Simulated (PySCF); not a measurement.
C2H4O3. Atoms are numbered in the order given.

```xyz
9

C      0.0356    -1.8316     0.0000
O      0.7036    -0.5716     0.0000
C     -0.0902     0.4980     0.0000
O     -1.2957     0.4865     0.0000
O      0.6719     1.6001     0.0000
H      0.8252    -2.5926     0.0000
H     -0.5977    -1.9389    -0.8936
H     -0.5977    -1.9389     0.8936
H      0.0602     2.3522     0.0000
```

Geometry optimised at B3LYP-D3(BJ)/def2-SVP. Other conformers were not sampled.

All values below come from PBE/pcSseg-1 in PySCF.

GIAO shieldings, no solvent; atoms alike by connectivity are averaged. δ = σ(ref) − σ: ¹³C against TMS (σ = 182.0 ppm); ¹⁷O against H2O (σ = 334.3 ppm); ¹H against TMS (σ = 31.49 ppm), references at their B3LYP-D3(BJ)/def2-TZVP geometries, non-relativistic.

Estimate the chemical shifts. (The exact figures need the calculation; the answer reports its results.)


| nucleus | atoms | count | δ (ppm) |
|---|---|---|---|
| ¹³C | C3 | 1 | 161.2 |
| ¹³C | C1 | 1 | 59.0 |
| ¹⁷O | O4 | 1 | 313.6 |
| ¹⁷O | O5 | 1 | 176.8 |
| ¹⁷O | O2 | 1 | 154.0 |
| ¹H | H9 | 1 | 5.04 |
| ¹H | H6, H7, H8 | 3 | 4.01 |
